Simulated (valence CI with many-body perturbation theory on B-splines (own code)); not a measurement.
Values are calculated unless marked as measured or tabulated.
## Gd XLII: input, log and results

The program does CI of the valence electrons with many-body perturbation theory for a frozen closed Dirac-Fock core.

Command, and the settings that its task file holds:

```sh
python run_cv.py task.json out
```

```
atom Gd  Z=64  mass_number=158  rms_radius_fm=5.1569
core [Ar]
valence 3d5
avg = 1
basis = S
breit = 1
cap = 10000
capref = 1200
cscale = 1
de = 23.511
dress = 0
eps = 2e-08
extrap = 1
h = 0.27
hh = 1
l2 = 3
lcore = 6
maxit = 60
n2 = 5
natural = 1
nlev = 21
nno = [3, 3, 3, 3, 1]
nroot = 26
ns = 4
nsp = [3, 3, 2, 2, 0]
pt2 = 1
qed = 1
rpa = 1
s1 = 1
s2 = 1
s3 = 1
screen = 1
tol = 2e-05
whole = 1
```

Log. The first blocks belong to the next ion, which gives the ionisation energy. Fields: 2J, parity (1 odd), roots, reference size, generating configurations, candidates as configurations/state functions, variational space P, stored matrix elements, Davidson steps; e2 is the range of second-order energies in hartree. The first line gives the box (bohr), its intervals, the orbitals and the steps of their self-consistent field. Window is the range of levels sought, series limit the energy at which the first omitted orbital would enter, core excitation an estimate of the first excitation out of the core, left out the lowest levels not solved, and shifts from estimates the range by which levels moved from their first estimate, all in cm⁻¹.

```
rmax 2.7 intervals 57 orbitals 40 references ['3d5', '3d4 4s', '3d4 4p'] scf 4 t 0.7
2J=0 par=0 roots 2 ref 17 generators 4 cand 1145/2051 P 551/999 nnz 0 it 0
2J=0 par=0 roots 2 ref 17 generators 4 cand 607/1069 P 1028/1872 nnz 0 it 4
   second order: generators 7 cand 1622/4022 e2 -0.00001 -0.00001
reference levels 556, estimated 33, window 766723 1/cm; series limit 16957450, core excitation 2044950
2J=5 par=0 roots 7 ref 81 generators 5 cand 1440/16556 P 239/3556 nnz 3.2e+06 it 4
2J=5 par=0 roots 7 ref 81 generators 5 cand 1378/15556 P 726/9992 nnz 2.2e+07 it 5
   second order: generators 10 cand 3177/70178 e2 -0.00223 -0.00086
2J=7 par=0 roots 6 ref 72 generators 3 cand 1423/16843 P 190/3555 nnz 3.5e+06 it 4
2J=7 par=0 roots 6 ref 72 generators 3 cand 1380/15830 P 625/9997 nnz 2.4e+07 it 5
   second order: generators 7 cand 3231/72710 e2 -0.00189 -0.00103
2J=3 par=0 roots 5 ref 67 generators 3 cand 1432/12868 P 271/3577 nnz 3.3e+06 it 4
2J=3 par=0 roots 5 ref 67 generators 3 cand 1350/11847 P 927/10000 nnz 2.2e+07 it 5
   second order: generators 8 cand 4042/76242 e2 -0.00051 -0.00036
2J=11 par=0 roots 3 ref 35 generators 3 cand 1212/10532 P 253/3536 nnz 3.3e+06 it 4
2J=11 par=0 roots 3 ref 35 generators 3 cand 1147/9525 P 953/9995 nnz 2.3e+07 it 5
   second order: generators 7 cand 2672/48614 e2 -0.00020 -0.00016
2J=9 par=0 roots 4 ref 56 generators 3 cand 1359/14477 P 202/3524 nnz 3.5e+06 it 4
2J=9 par=0 roots 4 ref 56 generators 3 cand 1310/13492 P 739/9982 nnz 2.3e+07 it 5
   second order: generators 7 cand 3046/64119 e2 -0.00084 -0.00052
2J=1 par=0 roots 3 ref 39 generators 3 cand 1220/6102 P 496/3548 nnz 3.1e+06 it 4
2J=1 par=0 roots 3 ref 39 generators 3 cand 1063/5090 P 1405/8220 nnz 1.3e+07 it 5
   second order: generators 6 cand 2440/27413 e2 -0.00003 -0.00002
2J=13 par=0 roots 1 ref 18 generators 1 cand 884/6181 P 354/3510 nnz 3.6e+06 it 4
2J=13 par=0 roots 1 ref 18 generators 1 cand 762/5187 P 926/7662 nnz 1.4e+07 it 5
   second order: generators 2 cand 1320/21323 e2 -0.00002 -0.00002
left out: unestimated 1115645, estimated 973494, shifts from estimates -202 to 88
```

**Question.** What became of the run, and why?

**Answer.** It gave no result: the setting left no core shell for the response of the core. The program said: "need at least one array to concatenate".
